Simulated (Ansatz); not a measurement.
Start from `F[Si](F)(F)B(Cl)Cl` and change one atom or group to get `F[Si](F)(F)[SnH3]`.

Ansatz, PBE0-D4/def2-TZVP geometries, multiplicity 1. Each molecule was computed in one conformer, which needn't be the lowest.

Elements past krypton have def2 core potentials.

```csv
property,`F[Si](F)(F)B(Cl)Cl`
HOMO energy (PBE/def2-TZVPP) / eV,-7.75
HOMO–LUMO gap (PBE0/def2-TZVPP) / eV,6.30
HOMO energy (ωB97M-V/def2-TZVPP) / eV,-11.29
HOMO–LUMO gap (PBE/def2-TZVPP) / eV,4.05
HOMO–LUMO gap (ωB97M-V/def2-TZVPP) / eV,10.55
LUMO energy (PBE0/def2-TZVPP) / eV,-2.84
```

(1) Give the same properties after the change, and the shifts. (Estimate.)

Results:

(1) Ansatz gave: 
```csv
property,`F[Si](F)(F)[SnH3]`,shift
HOMO energy (PBE/def2-TZVPP) / eV,-7.68,0.07
HOMO–LUMO gap (PBE0/def2-TZVPP) / eV,8.58,2.28
HOMO energy (ωB97M-V/def2-TZVPP) / eV,-10.96,0.33
HOMO–LUMO gap (PBE/def2-TZVPP) / eV,6.57,2.52
HOMO–LUMO gap (ωB97M-V/def2-TZVPP) / eV,12.31,1.76
LUMO energy (PBE0/def2-TZVPP) / eV,-0.33,2.51
```

With PBE0 the HOMO rises by 0.25 eV and the LUMO rises by 2.51 eV, so the gap widens by about 2.26 eV. PBE moves the HOMO by 0.07 eV and ωB97M-V by 0.33 eV.
